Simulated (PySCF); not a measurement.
# Tl: excitation energy

Tl [Xe] 4f14 5d10 6s2 6p1 (2P) → Tl [Xe] 4f14 5d10 6s2 6d1 (2D), as a difference of total energies. Calculation: PySCF 2.14, in aug-cc-pVTZ-PP with ECP60MDF (6s5p4d2f, 55 functions); scalar relativity through the core potential. Correlated levels: valence: 5s2 5p6 5d10 frozen. The calculations carry no spin-orbit coupling.

```tsv
method	excitation energy (eV)	error (eV)
UHF	3.821	-0.019
LDA	3.844	+0.004
PBE	3.586	-0.254
PBE0	3.726	-0.114
r2SCAN	3.858	+0.018
r2SCAN0	3.969	+0.129
wB97M-V	4.193	+0.353
LC-wPBE	4.149	+0.309
PW91	3.640	-0.200
MP2 (valence)	3.881	+0.041
SCS-MP2 (valence)	3.879	+0.039
```

Reference: 3.840 eV (measured; NIST levels, between the centres of gravity of the two terms).

Errors of the correlated levels include the incompleteness of this basis and the frozen core.
